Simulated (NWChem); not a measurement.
System meant: C4H7N; SMILES CC=C=CN

NWChem input:

```
start job
memory heap 200 mb stack 900 mb global 1100 mb
geometry units angstroms noautoz
  C      0.484040    -2.307615     0.201905
  C     -0.418784    -1.232745    -0.359878
  C     -0.402765     0.031393    -0.012379
  C     -0.365642     1.289506     0.365993
  N      0.495808     2.295200    -0.131028
  H      1.070335    -2.782873    -0.596267
  H      1.175591    -1.897508     0.943083
  H     -0.105561    -3.102349     0.678727
  H     -1.137279    -1.568998    -1.114051
  H     -0.990791     1.625863     1.193415
  H      0.929872     2.033854    -1.010907
  H      0.026528     3.190186    -0.234384
end
basis spherical
  C library def2-svp
  N library def2-svp
  H library def2-svp
end
dft
  odft
  mult 2
  xc xpbe96 cpbe96
  iterations 150
  mulliken
end
task dft energy
```

End of the output:

```
 ==============================================================================
                                 internuclear angles
 ------------------------------------------------------------------------------
        center 1       |       center 2       |       center 3       |  degrees
 ------------------------------------------------------------------------------
    2 C                |   1 C                |   6 H                |   110.87
    2 C                |   1 C                |   7 H                |   111.28
    2 C                |   1 C                |   8 H                |   110.80
    6 H                |   1 C                |   7 H                |   108.49
    6 H                |   1 C                |   8 H                |   106.79
    7 H                |   1 C                |   8 H                |   108.46
    1 C                |   2 C                |   3 C                |   125.43
    1 C                |   2 C                |   9 H                |   115.44
    3 C                |   2 C                |   9 H                |   119.13
    2 C                |   3 C                |   4 C                |   178.35
    3 C                |   4 C                |   5 N                |   126.63
    3 C                |   4 C                |  10 H                |   119.84
    5 N                |   4 C                |  10 H                |   113.36
    4 C                |   5 N                |  11 H                |   112.45
    4 C                |   5 N                |  12 H                |   112.39
   11 H                |   5 N                |  12 H                |   109.64
 ------------------------------------------------------------------------------
                            number of included internuclear angles:         16
 ==============================================================================

 Summary of "ao basis" -> "" (spherical)
 ------------------------------------------------------------------------------
       Tag                 Description            Shells   Functions and Types
 ---------------- ------------------------------  ------  ---------------------
 C                          def2-svp                 6       14   3s2p1d
 N                          def2-svp                 6       14   3s2p1d
 H                          def2-svp                 3        5   2s1p

  pbe96 is a nonlocal functional; adding pw91lda local functional.

                                 NWChem DFT Module
                                 -----------------

 Summary of "ao basis" -> "ao basis" (spherical)
 ------------------------------------------------------------------------------
       Tag                 Description            Shells   Functions and Types
 ---------------- ------------------------------  ------  ---------------------
 C                          def2-svp                 6       14   3s2p1d
 N                          def2-svp                 6       14   3s2p1d
 H                          def2-svp                 3        5   2s1p

  number of electrons :                   38
  multiplicity        :                    2
 ------------------------------------------------------------------------
  no. of electrons and multiplicity not compatible                  38
 ------------------------------------------------------------------------
 ------------------------------------------------------------------------
  current input line :
    29: task dft energy
 ------------------------------------------------------------------------
 ------------------------------------------------------------------------
 There is an error in the input file
 ------------------------------------------------------------------------
 For more information see the NWChem manual at https://nwchemgit.github.io

0: no. of electrons and multiplicity not compatible:Received an Error in Communication
```

Question: What is wrong, and how is it mended?

Answer: The input was rejected before any calculation. Cause: the multiplicity doesn't fit the number of electrons (an even count wants an odd multiplicity, and the reverse). This input runs:
```
start job
memory heap 200 mb stack 900 mb global 1100 mb
geometry units angstroms noautoz
  C      0.484040    -2.307615     0.201905
  C     -0.418784    -1.232745    -0.359878
  C     -0.402765     0.031393    -0.012379
  C     -0.365642     1.289506     0.365993
  N      0.495808     2.295200    -0.131028
  H      1.070335    -2.782873    -0.596267
  H      1.175591    -1.897508     0.943083
  H     -0.105561    -3.102349     0.678727
  H     -1.137279    -1.568998    -1.114051
  H     -0.990791     1.625863     1.193415
  H      0.929872     2.033854    -1.010907
  H      0.026528     3.190186    -0.234384
end
basis spherical
  * library def2-svp
end
dft
  xc xpbe96 cpbe96
  iterations 150
  mulliken
end
task dft energy
```
It converges to -210.89343 Ha (PBE/def2-SVP).
